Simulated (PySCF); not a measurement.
## `[C@@H]1(F)[Si@@H](C)C1`, C$_{3}$H$_{7}$FSi

Cartesian coordinates in Å; atom numbers follow the order of the lines, from 1:
```xyz
12

C     1.9073    0.2010   -0.1478
Si    0.2329    0.0275    0.7086
C    -1.3198    0.6655   -0.1569
C    -1.1645   -0.8592   -0.2218
F    -2.1200   -1.5653    0.4736
H     2.3896    1.1306    0.1385
H     2.5744   -0.6108    0.1266
H     1.8020    0.1979   -1.2288
H     0.2074   -0.0527    2.1582
H    -1.2809    1.1789   -1.1078
H    -2.1606    0.9972    0.4362
H    -1.0666   -1.3113   -1.2046
```

Computed with TDDFT BHandHLYP/aug-cc-pVDZ circular dichroism and optical rotation, one conformer, gas phase (PySCF 2.14.0). Geometry: GFN2-xTB.

Q: Draw the ECD and absorption spectra from the lowest 12 states, each a Gaussian of half-width 0.3 eV at 1/e height.

A: 
| E (eV) | λ (nm) | Δε (L mol⁻¹ cm⁻¹) | ε (L mol⁻¹ cm⁻¹) |
| --- | --- | --- | --- |
| 5.62 | 221 | -0.61 | 45 |
| 5.72 | 217 | -1.75 | 155 |
| 5.82 | 213 | -3.92 | 451 |
| 5.92 | 209 | -6.81 | 1110 |
| 6.02 | 206 | -8.87 | 2310 |
| 6.12 | 203 | -7.96 | 4010 |
| 6.22 | 199 | -3.40 | 5730 |
| 6.32 | 196 | +2.80 | 6730 |
| 6.42 | 193 | +7.45 | 6480 |
| 6.52 | 190 | +9.24 | 5170 |
| 6.62 | 187 | +9.78 | 3600 |
| 6.72 | 185 | +11.41 | 2500 |
| 6.82 | 182 | +14.65 | 2090 |
| 6.92 | 179 | +17.70 | 2100 |
| 7.02 | 177 | +18.20 | 2220 |
| 7.12 | 174 | +15.13 | 2370 |
| 7.22 | 172 | +9.12 | 2740 |
| 7.32 | 169 | +1.60 | 3550 |
| 7.42 | 167 | -5.47 | 4810 |
| 7.52 | 165 | -9.92 | 6140 |

Δε uses R in velocity form, ε uses f in length form. Only the states computed contribute, so the short-wavelength end is incomplete.
